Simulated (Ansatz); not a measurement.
Reading a saddle point

A first-order saddle point of AlNH$_{4}$Cl$_{2}$, closed shell, PBE0-D4/def2-TZVP, with one imaginary mode of 1236i cm⁻¹:

```
atom    x (Å)    y (Å)    z (Å)
 Al1  -0.6230  -0.3391  -0.4307
  N2   0.5804   0.2149   0.8791
 Cl3  -0.4317  -2.3318  -1.0362
 Cl4  -2.4760   0.6306  -0.4110
  H5   0.8362   0.6696  -0.4387
  H6   0.5112   0.6459  -1.3891
  H7   0.3376   0.9271   1.5551
  H8   1.2654  -0.4174   1.2714
```

Computed with Ansatz 0.2.0 (basis: def2-TZVPP and def2-QZVPP); correlated methods freeze the cores. Extrapolation: Hartree–Fock as exp(−7.88 √X), correlation as X^−2.97.

(1) Which contacts change along the imaginary mode, and what lies on either side? (Judge from chemistry; the calculation decides.)

(2) Which side is lower, and how far does the saddle lie above each? (To be estimated.)

No T1 diagnostic of these runs exceeds 0.010. The end structure is not quite a true minimum (one mode of 75i cm⁻¹).

Answers

(1) By the calculation: The step is AlNH₂Cl₂ ([NH2][Al]([Cl])[Cl]) + H₂ → AlHCl₂ ([Cl][AlH][Cl]) + NH₃ (still joined by a long Al–N bond), with the molecules in contact on both sides. Shortening one way: Al1–H6, N2–H5; lengthening the same way: Al1–N2, H5–H6.
```
  pair  one side (Å)  saddle (Å)  other side (Å)
Al1–H6          2.46        1.78            1.58
 N2–H5          2.85        1.42            1.02
Al1–N2          1.75        1.86            2.03
 H5–H6          0.75        1.00            2.89
```

(2) Computed: The side with Al1–H6, N2–H5 short is lower by 16.06 kcal/mol; the saddle lies 36.97 kcal/mol above it and 20.90 kcal/mol above the other (CCSD(T) at an estimated basis limit (MP2 extrapolated from triple and quadruple zeta, plus CCSD(T) − MP2 in triple zeta); electronic energies).

Labels in which every atom is bracketed show which atoms are joined, not bond orders.

For scale, one of the runs: CCSD(T)/def2-TZVPP, 213 basis functions, launched by `ansatz run in.yaml --threads 4 --pin off --events-out ev --progress --plain --max-ram 9574MiB`. The run took 45 s on 4 CPU threads of an Arm Neoverse V2 (shared host), with 2.8 GiB of host memory at its peak.
